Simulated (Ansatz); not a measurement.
Calculated with Ansatz (gas phase, PBE0-D4/def2-TZVP geometries, no zero-point term in ΔE). CCSD(T)/CBS is the MP2 limit (def2-TZVPP, def2-QZVPP) plus CCSD(T) − MP2 in def2-TZVPP, frozen cores. This one scheme is used for every species. For Ga outer-core shells are correlated without core-valence functions, which leaves a few kJ/mol of doubt a bond. Scalar relativity is left out up to krypton. Each species was taken in one conformer, which may not be the lowest.

Consider the ligand exchange at a Ga–N bond: `[NH2][Ga]([NH2])[F]` + HCl → `[NH2][Ga]([F])[Cl]` + NH₃.

```csv
species,CCSD(T)/CBS(def2) energy (Eh)
`[NH2][Ga]([NH2])[F]`,-2135.64030
HCl,-460.38127
`[NH2][Ga]([F])[Cl]`,-2539.54166
NH₃,-56.50880
```

Problem. Work out ΔE.

Solution. ΔE = (-2539.54166) + (-56.50880) − (-2135.64030) − (-460.38127) = -0.02889 Eh = -0.79 eV.

Largest T1 diagnostic among the species: 0.013.

At CCSD(T), def2-SVP lies −0.06 eV from the extrapolated value and def2-TZVPP −0.02 eV. In def2-TZVPP, CCSD(T) changes the Hartree–Fock value by +0.16 eV (the triples alone add +0.00 eV) and MP2 by +0.15 eV. From BLYP to BHLYP (50 % exact exchange), in def2-TZVPP and without D4, ΔE moves by −0.05 eV.
